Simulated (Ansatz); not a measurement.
Cost and result for the atomization energy of H₇InSSi₂, SMILES `[SiH3][SiH2][S][InH2]` (11 atoms, 10 bonds).

```xyz
11

Si    1.468    1.105   -0.343
Si   -0.036   -0.399   -1.315
S    -0.336   -2.045    0.013
In   -1.633   -0.963    1.718
H     1.652    2.346   -1.144
H     2.789    0.446   -0.161
H     0.950    1.484    1.003
H    -1.319    0.289   -1.630
H     0.517   -0.945   -2.583
H    -2.054    0.666    1.404
H    -1.998   -1.986    3.037
```

Total charge 0; spin multiplicity 1. Correlated methods include outer-core shells of In, which these sets cover unevenly. In takes the def2 core potential. The geometry is a stationary point of PBE0-D4/def2-TZVP. It is one conformer, not always the lowest. Program: Ansatz. All runs use 4 threads of an Arm Neoverse V2 on a shared host. Times are those of one run each, without the atoms' runs, and a repeat can differ threefold. Electronic energies, without spin–orbit coupling; frozen cores. CCSD(T)/CBS adds CCSD(T) − MP2 in def2-TZVPP to the MP2 limit, and its time is that of the two runs behind it. T1 = 0.014. With those shells the extrapolation isn't a true limit. HSE06 is the plane-wave form, built on full-range PBE exchange.

CCSD(T)/CBS is a level of theory with its own doubt, some kJ/mol a heavy atom from the limit and from the frozen cores, so smaller differences don't rank the functionals.

```json
{"level": "LDA (SPW92)/def2-TZVPP", "functions": "274", "wall time": "1.5 s"}
{"level": "revPBE-D4/def2-TZVPP", "functions": "274", "wall time": "2.4 s"}
{"level": "PBE-D4/def2-TZVPP (with forces)", "functions": "274", "wall time": "2.9 s"}
{"level": "PBE0-D4/def2-TZVPP", "functions": "274", "wall time": "4.2 s"}
{"level": "HSE06-D4/def2-TZVPP", "functions": "274", "wall time": "4.4 s"}
{"level": "CCSD(T)/def2-SVP", "functions": "115", "wall time": "6 s"}
{"level": "B2PLYP/def2-TZVPP", "functions": "274", "wall time": "7 s"}
{"level": "ωB97X-V/def2-TZVPP", "functions": "274", "wall time": "11 s"}
{"level": "B97M-V/def2-TZVPP", "functions": "274", "wall time": "12 s"}
{"level": "ωB97M-V/def2-TZVPP (with forces)", "functions": "274", "wall time": "16 s"}
{"level": "MP2/def2-QZVPP", "functions": "502", "wall time": "23 s"}
{"level": "CCSD(T)/def2-TZVPP", "functions": "274", "wall time": "3.5 min"}
{"level": "CCSD(T)/CBS(def2)", "functions": "–", "wall time": "3.9 min"}
```

What atomization energy does each give, and how far from CCSD(T)/CBS? (Estimate.)

Ansatz gave: 
| level | atomization (kcal/mol) | difference from CCSD(T)/CBS | per bond |
| --- | --- | --- | --- |
| LDA (SPW92)/def2-TZVPP | 783.0 | 73.6 | 7.4 |
| revPBE-D4/def2-TZVPP | 685.8 | -23.6 | -2.4 |
| PBE-D4/def2-TZVPP (with forces) | 696.3 | -13.1 | -1.3 |
| PBE0-D4/def2-TZVPP | 696.9 | -12.5 | -1.2 |
| HSE06-D4/def2-TZVPP | 697.1 | -12.3 | -1.2 |
| CCSD(T)/def2-SVP | 652.2 | -57.2 | -5.7 |
| B2PLYP/def2-TZVPP | 689.1 | -20.3 | -2.0 |
| ωB97X-V/def2-TZVPP | 716.1 | 6.7 | 0.7 |
| B97M-V/def2-TZVPP | 717.1 | 7.7 | 0.8 |
| ωB97M-V/def2-TZVPP (with forces) | 708.3 | -1.1 | -0.1 |
| MP2/def2-QZVPP | 692.2 | -17.2 | -1.7 |
| CCSD(T)/def2-TZVPP | 689.4 | -20.0 | -2.0 |
| CCSD(T)/CBS(def2) | 709.4 | 0.0 | 0.0 |

From r2SCAN to r2SCAN0 (25 % exact exchange), in def2-TZVPP and without D4, the atomization energy moves by −4.9 kcal/mol: exact exchange takes away binding that semilocal exchange gives to molecules. The D4 term adds +12.4 kcal/mol with B3LYP and +6.6 kcal/mol with PBE0; it sums over pairs of atoms, weighted by their polarisabilities, and B3LYP, whose exchange is more repulsive, gets the larger term. In def2-TZVPP, CCSD(T) changes the Hartree–Fock value by +163.0 kcal/mol (the triples alone add +8.4 kcal/mol) and MP2 by +154.0 kcal/mol; breaking electron pairs costs correlation energy, which Hartree–Fock lacks.

B3LYP here is the variant with VWN-RPA as its local correlation; programs differ in this.

Spin–orbit coupling would lower the free In atoms strongly, and the atomization energy with them, by more than many differences here.
